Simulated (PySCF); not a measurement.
Simulation results for BH₃N

Calculation on a computer-drawn molecule: vertical ionisation energy to the stated ion spin, frozen-core CCSD(T) at the basis limit and cheaper methods, single-reference cases, UHF for radicals, no spin-orbit; all values are single points at the evaluated structure, the first of each entry, which is the reference or a displaced copy of it and isn't optimised; the reference structure only sets the zero of the energies above reference; triples share is (T) over the correlation energy. Program: PySCF 2.14.0.

Common to all runs: charge 1; multiplicity 1; ion multiplicity 2; diffuse functions no; basis cc-pVnZ; reference is the Hartree-Fock double-zeta minimum; best is HF at quadruple zeta + MP2 correlation extrapolated from triple and quadruple zeta + CCSD(T) minus MP2 at triple zeta; basis step is the size of the change from the same recipe one zeta lower.

(1) BH₃N

Evaluated structure:
```xyz
5
BH3N
B     -0.2455    -1.0129     0.7928
N      0.1421    -2.1244     1.3643
H     -0.5928    -0.0178     0.2795
H      1.0878    -2.4817     1.2887
H     -0.5364    -2.7717     1.9845
```

Reference structure:
```xyz
5
BH3N
B     -0.2462    -1.0135     0.7906
N      0.1450    -2.1266     1.3639
H     -0.5951    -0.0203     0.2791
H      1.0895    -2.4819     1.2890
H     -0.4710    -2.7057     1.9199
```

Results for BH₃N: ionisation energy best 19.95 eV; ionisation energy basis step 0.02869 eV; energy above reference best 4.512 kcal/mol; energy above reference basis step 0.05593 kcal/mol; ionisation energy Koopmans at triple zeta 20.16 eV; ionisation energy EOM CCSD at triple zeta 19.77 eV; total energy HF triple zeta -80.6383 hartree; total energy CCSD(T) triple zeta -80.9525 hartree; total energy best -80.9919 hartree; T1 diagnostic at triple zeta 0.01278; D1 diagnostic at triple zeta 0.03358; ion T1 diagnostic at triple zeta 0.008856; ion D1 diagnostic at triple zeta 0.02312; ion spin squared at triple zeta 0.7579; triples share at triple zeta 0.03552; basis functions triple zeta 102.

Drawn bonds:
```csv
atom,other atom,order
1,2,1
1,3,1
2,4,1
2,5,1
```

Triple zeta:
```csv
method,ionisation energy (eV),energy above reference (kcal/mol)
HF,18.1,6.178
PBE,20.02,3.4
r2SCAN,19.8,4.276
B3LYP,19.94,4.186
wB97X,19.8,4.615
MP2,19.89,4.527
CCSD,19.68,4.69
CCSD(T),19.82,4.431
```

(2) BH₃N

Evaluated structure:
```xyz
5
BH3N
B     -0.2455    -1.0129     0.7928
N      0.1421    -2.1244     1.3643
H     -0.5928    -0.0178     0.2795
H      1.0878    -2.4817     1.2887
H     -0.6227    -2.8541     2.0634
```

Reference structure:
```xyz
5
BH3N
B     -0.2462    -1.0135     0.7906
N      0.1450    -2.1266     1.3639
H     -0.5951    -0.0203     0.2791
H      1.0895    -2.4819     1.2890
H     -0.4710    -2.7057     1.9199
```

The calculation gives: ionisation energy best 19.7 eV; ionisation energy basis step 0.02489 eV; energy above reference best 18.94 kcal/mol; energy above reference basis step 0.1 kcal/mol; ionisation energy Koopmans at triple zeta 19.96 eV; ionisation energy EOM CCSD at triple zeta 19.52 eV; total energy HF triple zeta -80.6114 hartree; total energy CCSD(T) triple zeta -80.9296 hartree; total energy best -80.9689 hartree; T1 diagnostic at triple zeta 0.01316; D1 diagnostic at triple zeta 0.03444; ion T1 diagnostic at triple zeta 0.009813; ion D1 diagnostic at triple zeta 0.02453; ion spin squared at triple zeta 0.7602; triples share at triple zeta 0.03693; basis functions triple zeta 102.

Drawn bonds:
```csv
atom,other atom,order
1,2,1
1,3,1
2,4,1
2,5,1
```

Triple zeta:
```csv
method,ionisation energy (eV),energy above reference (kcal/mol)
HF,17.83,23.07
PBE,19.77,16.58
r2SCAN,19.54,18.49
B3LYP,19.68,18.27
wB97X,19.54,19.48
MP2,19.65,19.12
CCSD,19.43,19.48
CCSD(T),19.57,18.85
```

(3) BH₃N

Evaluated structure:
```xyz
5
BH3N
B     -0.2455    -1.0129     0.7928
N      0.1421    -2.1244     1.3643
H     -0.5928    -0.0178     0.2795
H      1.0878    -2.4817     1.2887
H     -0.8031    -3.0262     2.2283
```

Reference structure:
```xyz
5
BH3N
B     -0.2462    -1.0135     0.7906
N      0.1450    -2.1266     1.3639
H     -0.5951    -0.0203     0.2791
H      1.0895    -2.4819     1.2890
H     -0.4710    -2.7057     1.9199
```

It finds ionisation energy best 19.17 eV; ionisation energy basis step 0.01271 eV; energy above reference best 56.09 kcal/mol; energy above reference basis step 0.2268 kcal/mol; ionisation energy Koopmans at triple zeta 19.53 eV; ionisation energy EOM CCSD at triple zeta 18.96 eV; total energy HF triple zeta -80.5430 hartree; total energy CCSD(T) triple zeta -80.8701 hartree; total energy best -80.9097 hartree; T1 diagnostic at triple zeta 0.01459; D1 diagnostic at triple zeta 0.03625; ion T1 diagnostic at triple zeta 0.01461; ion D1 diagnostic at triple zeta 0.0425; ion spin squared at triple zeta 0.7725; triples share at triple zeta 0.04026; basis functions triple zeta 102.

Drawn bonds:
```csv
atom,other atom,order
1,2,1
1,3,1
2,4,1
2,5,1
```

Triple zeta:
```csv
method,ionisation energy (eV),energy above reference (kcal/mol)
HF,17.18,65.98
PBE,19.22,51.59
r2SCAN,18.98,55.42
B3LYP,19.11,54.99
wB97X,18.95,58.23
MP2,19.12,56.92
CCSD,18.89,57.66
CCSD(T),19.05,56.14
```

(4) BH₃N

Evaluated structure:
```xyz
5
BH3N
B     -0.2455    -1.0129     0.7928
N      0.1421    -2.1244     1.3643
H     -0.5928    -0.0178     0.2795
H      1.0878    -2.4817     1.2887
H     -0.8176    -3.0400     2.2415
```

Reference structure:
```xyz
5
BH3N
B     -0.2462    -1.0135     0.7906
N      0.1450    -2.1266     1.3639
H     -0.5951    -0.0203     0.2791
H      1.0895    -2.4819     1.2890
H     -0.4710    -2.7057     1.9199
```

It finds ionisation energy best 19.13 eV; ionisation energy basis step 0.01147 eV; energy above reference best 58.96 kcal/mol; energy above reference basis step 0.2455 kcal/mol; ionisation energy Koopmans at triple zeta 19.49 eV; ionisation energy EOM CCSD at triple zeta 18.92 eV; total energy HF triple zeta -80.5377 hartree; total energy CCSD(T) triple zeta -80.8655 hartree; total energy best -80.9051 hartree; T1 diagnostic at triple zeta 0.0148; D1 diagnostic at triple zeta 0.03637; ion T1 diagnostic at triple zeta 0.01518; ion D1 diagnostic at triple zeta 0.04509; ion spin squared at triple zeta 0.7741; triples share at triple zeta 0.04056; basis functions triple zeta 102.

Drawn bonds:
```csv
atom,other atom,order
1,2,1
1,3,1
2,4,1
2,5,1
```

Triple zeta:
```csv
method,ionisation energy (eV),energy above reference (kcal/mol)
HF,17.13,69.31
PBE,19.18,54.31
r2SCAN,18.93,58.28
B3LYP,19.07,57.83
wB97X,18.9,61.25
MP2,19.08,59.84
CCSD,18.85,60.61
CCSD(T),19,59.01
```

(5) BH₃N

Evaluated structure:
```xyz
5
BH3N
B     -0.2149    -1.0015     0.7984
N      0.1301    -2.1154     1.3508
H     -0.6050    -0.0068     0.2784
H      1.1069    -2.4686     1.2897
H     -0.7523    -3.0535     2.3167
```

Reference structure:
```xyz
5
BH3N
B     -0.2462    -1.0135     0.7906
N      0.1450    -2.1266     1.3639
H     -0.5951    -0.0203     0.2791
H      1.0895    -2.4819     1.2890
H     -0.4710    -2.7057     1.9199
```

It finds ionisation energy best 19.16 eV; ionisation energy basis step 0.01083 eV; energy above reference best 62.58 kcal/mol; energy above reference basis step 0.1443 kcal/mol; ionisation energy Koopmans at triple zeta 19.54 eV; ionisation energy EOM CCSD at triple zeta 18.94 eV; total energy HF triple zeta -80.5310 hartree; total energy CCSD(T) triple zeta -80.8596 hartree; total energy best -80.8993 hartree; T1 diagnostic at triple zeta 0.01464; D1 diagnostic at triple zeta 0.03459; ion T1 diagnostic at triple zeta 0.01521; ion D1 diagnostic at triple zeta 0.04585; ion spin squared at triple zeta 0.7742; triples share at triple zeta 0.04078; basis functions triple zeta 102.

Drawn bonds:
```csv
atom,other atom,order
1,2,1
1,3,1
2,4,1
2,5,1
```

Triple zeta:
```csv
method,ionisation energy (eV),energy above reference (kcal/mol)
HF,17.15,73.52
PBE,19.2,57.49
r2SCAN,18.96,61.72
B3LYP,19.09,61.25
wB97X,18.92,64.88
MP2,19.11,63.57
CCSD,18.87,64.42
CCSD(T),19.03,62.76
```

(6) BH₃N

Evaluated structure:
```xyz
5
BH3N
B     -0.2148    -1.0182     0.6839
N      0.1581    -2.1226     1.3600
H     -0.5817     0.0219     0.3483
H      1.1511    -2.4869     1.3861
H     -0.4252    -2.7317     1.9500
```

Reference structure:
```xyz
5
BH3N
B     -0.2462    -1.0135     0.7906
N      0.1450    -2.1266     1.3639
H     -0.5951    -0.0203     0.2791
H      1.0895    -2.4819     1.2890
H     -0.4710    -2.7057     1.9199
```

Results for BH₃N: ionisation energy best 19.74 eV; ionisation energy basis step 0.0267 eV; energy above reference best 3.378 kcal/mol; energy above reference basis step 0.3711 kcal/mol; ionisation energy Koopmans at triple zeta 19.91 eV; ionisation energy EOM CCSD at triple zeta 19.56 eV; total energy HF triple zeta -80.6402 hartree; total energy CCSD(T) triple zeta -80.9547 hartree; total energy best -80.9937 hartree; T1 diagnostic at triple zeta 0.01409; D1 diagnostic at triple zeta 0.03832; ion T1 diagnostic at triple zeta 0.009353; ion D1 diagnostic at triple zeta 0.02488; ion spin squared at triple zeta 0.7579; triples share at triple zeta 0.03592; basis functions triple zeta 102.

Drawn bonds:
```csv
atom,other atom,order
1,2,1
1,3,1
2,4,1
2,5,1
```

Triple zeta:
```csv
method,ionisation energy (eV),energy above reference (kcal/mol)
HF,17.87,5.015
PBE,19.82,2.45
r2SCAN,19.59,3.293
B3LYP,19.73,3.273
wB97X,19.59,3.579
MP2,19.68,3.211
CCSD,19.47,3.383
CCSD(T),19.61,3.036
```
